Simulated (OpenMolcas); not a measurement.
# Cu3+: moving or changing the point charges

Cu3+ among 6 point charges of -1 e arranged as a tetragonal octahedron (D4h), 2.11 Å from the ion, with the axial distance 2.321 Å.
```
   2.1100    0.0000    0.0000  -1.00
   0.0000    2.1100    0.0000  -1.00
  -2.1100    0.0000    0.0000  -1.00
   0.0000   -2.1100    0.0000  -1.00
   0.0000    0.0000    2.3210  -1.00
   0.0000    0.0000   -2.3210  -1.00
```

```json
{
 "Program": "OpenMolcas",
 "Method": "CASSCF",
 "Basis": "ANO-RCC-VDZP [5s4p2d1f]",
 "Scalar Hamiltonian": "DKH2, point nucleus",
 "Active space": "8 electrons in 5 orbitals (3d)",
 "State averaging": "2S+1 = 3 even, 10 roots; 2S+1 = 1 even, 15 roots",
 "Spin-orbit coupling": "RASSI with atomic mean-field integrals over the reference wave functions"
}
```

Runs around this geometry, states (labels of D4, the rotations of D4h). Energies in cm-1 above the lowest state or level, χT in cm3 K/mol.

```
R (Å)  q (e)  Axial / equatorial distance  Ground state  First state of that spin  First gap with spin-orbit (degeneracies)  χT at 300 K  First state of another spin
 2.11     -1                         1.01           3B1                   3E 1074                                3.0 (2, 1)        3.090                    1A1 19050
 2.11   -0.5                          1.1           3B1                  3E 418.0                               25.9 (2, 1)        3.650                    1A1 18501
 1.94     -1                          1.1           3B1                   3E 1235                               18.0 (2, 1)        2.902                    1A1 19017
 2.11     -1                          1.1           3B1                  3E 827.1                               29.4 (2, 1)        3.216                    1A1 18758
 2.32     -1                          1.1           3B1                  3E 516.9                               36.6 (2, 1)        3.527                    1A1 18547
```

Taking the first state of the same spin as R^-n, n = -ln(516.9 / 1235) / ln(2.32 / 1.94) = 4.9 between the shortest and longest distance.

Scaling the charges by -0.5 / -1 = 0.50 scales the first state of the same spin by 418 / 827.1 = 0.51; with fixed orbitals a first-order splitting would follow the charge.

Without dynamic correlation the repulsion within the d shell is too large (B by tens of per cent), so at a given field states of lower spin stand too high. Point charges give a weaker field than real ligands, and real ions of this kind are often low spin; the high spin found here belongs to the model. The ground term spreads over less than 5000 cm-1, several times less than with real ligands, so orbital moments are less quenched and χT lies further from the spin-only value than at real sites. Spin-orbit coupling mixes the spin-free states strongly: the lowest level takes only 67 % from its leading state, 3B1 (figures for R = 2.11, q = -1, ratio = 1.01; the like holds for R = 2.11, q = -0.5, ratio = 1.1, R = 2.11, q = -1, ratio = 1.1, R = 2.32, q = -1, ratio = 1.1). Point charges carry no covalency, so the field is a model and not that of real ligands. No measured value stands beside these numbers.
